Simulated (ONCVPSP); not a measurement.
# zirconium (Zr): variants of one ONCV potential

Base potential:

- Element: Zr (Z = 40)
- Generator: ONCVPSP 4.0.1
- Type: optimised norm-conserving Vanderbilt (ONCV)
- Functional: PBE
- Relativity: scalar-relativistic
- Frozen core: [Ar] 3d10
- Valence charge: 12
- Reference configuration: 4s2 4p6 4d2 5s2
- Partial waves: 4s+5s: rc 2.00 bohr, ncon 4, nbas 8, qcut 5.6 1/bohr, 2 projectors; 4p: rc 2.05 bohr, ncon 4, nbas 9, qcut 8.5 1/bohr, 2 projectors, debl 3.1 Ha; 4d: rc 2.25 bohr, ncon 4, nbas 9, qcut 8 1/bohr, 2 projectors, debl 3 Ha; f scattering state at 0.15 Ha: rc 2.30 bohr, ncon 3, nbas 6, qcut 4.2 1/bohr, 3 projectors, debl 3.5 Ha
- Local potential: polynomial inside 1.25 bohr (lpopt 5, dvloc0 4 Ha)
- Core correction: none

Cutoffs, loose and tight: the cutoffs (Ha) at which the residual kinetic energy of the hardest occupied pseudo-wave falls to 1 and 0.1 mHa per electron. They do not see the model core or the augmentation charge, which bear on the density cutoff. Test errors are all-electron minus pseudo excitation energies from the reference, over the configurations 4s2 4p6 4d2 5s1; 4s2 4p6 4d2 5s0; 4s2 4p6 4d1 5s0; 4s1 4p6 4d2 5s2. A dash means not determined; rows that change the core or the reference have their own tests.

For the base: The cutoffs count occupied waves only; projector 2 of the f channel, the hardest unoccupied one, needs 46 Ha at the loose tolerance.

A true bound ghost makes a file unfit for plane-wave use even where its test errors are small: the radial tests pick states by their node count and pass the ghost by.

```csv
change,outcome,"cutoff, loose","cutoff, tight",bound ghosts,GHOST(+) flags above zero,largest test error (meV)
base,generated,15 Ha,20 Ha,none,none,-184
p: qcut 5.5,generated,15 Ha,19 Ha,none,none,-178
p: qcut 6.2,generated,15 Ha,19 Ha,none,none,-178
p: qcut 7.4,generated,15 Ha,19 Ha,none,none,-181
p: qcut 11.5,generated,39 Ha,45 Ha,p,none,-11
p: qcut 12.6,generated,51 Ha,56 Ha,p,none,-32
```

Q: What comes out with this change to the base: p: qcut 10.3?

A: outcome: generated; cutoff, loose: 29 Ha; cutoff, tight: 35 Ha; bound ghosts: none; GHOST(+) flags above zero: none; largest test error (meV): -181.

Q: What comes out with this change to the base: p: qcut 8.8?

A: outcome: generated; cutoff, loose: 15 Ha; cutoff, tight: 21 Ha; bound ghosts: none; GHOST(+) flags above zero: none; largest test error (meV): -184.

Reading the sweep of the qcut of the p channel (base included, trends over the rows without a ghost): The loose cutoff rises from 15 Ha at 5.5 to 29 Ha at 10.3 1/bohr. The waves are optimised to have the least kinetic energy above qcut, so the cutoff follows it (qcut²/2 in Ha). The median size of the test errors (rows with all tests solved) stays near 3.9 meV. Bound ghosts are found at 11.5, 12.6 1/bohr.
